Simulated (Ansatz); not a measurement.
`[OH][GeH]([OH])[GeH3]` + H₂ → `[OH][GeH2][OH]` + GeH₄  (hydrogenolysis of a Ge–Ge bond)

Computed with Ansatz on PBE0-D4/def2-TZVP structures; ΔE is electronic, products minus reactants. CCSD(T)/CBS is the MP2 limit (def2-TZVPP, def2-QZVPP) plus CCSD(T) − MP2 in def2-TZVPP, frozen cores. This one scheme is used for every species. Functionals use def2-TZVPP. For Ge outer-core shells are correlated without core-valence functions, which leaves a few kJ/mol of doubt a bond. Scalar relativity is left out up to krypton. Each species was taken in one conformer, which may not be the lowest.

```json
{"level": "PBE0", "ΔE (kJ/mol)": "4.6"}
{"level": "HF/CBS(def2)", "ΔE (kJ/mol)": "-22.6"}
```

What does CCSD(T)/CBS give? (Best estimate.)

Ansatz gave: +8.4 kJ/mol. The listed levels differ from it by -3.8, -31.0 kJ/mol.

Largest T1 diagnostic among the species: 0.012.

The D4 term adds +9.5 kJ/mol with B3LYP and +5.3 kJ/mol with PBE0; it sums over pairs of atoms, weighted by their polarisabilities, and B3LYP, whose exchange is more repulsive, gets the larger term. From PBE to PBE0 (25 % exact exchange), in def2-TZVPP and without D4, ΔE moves by −5.4 kJ/mol.

B3LYP here is the variant with VWN-RPA as its local correlation; programs differ in this.
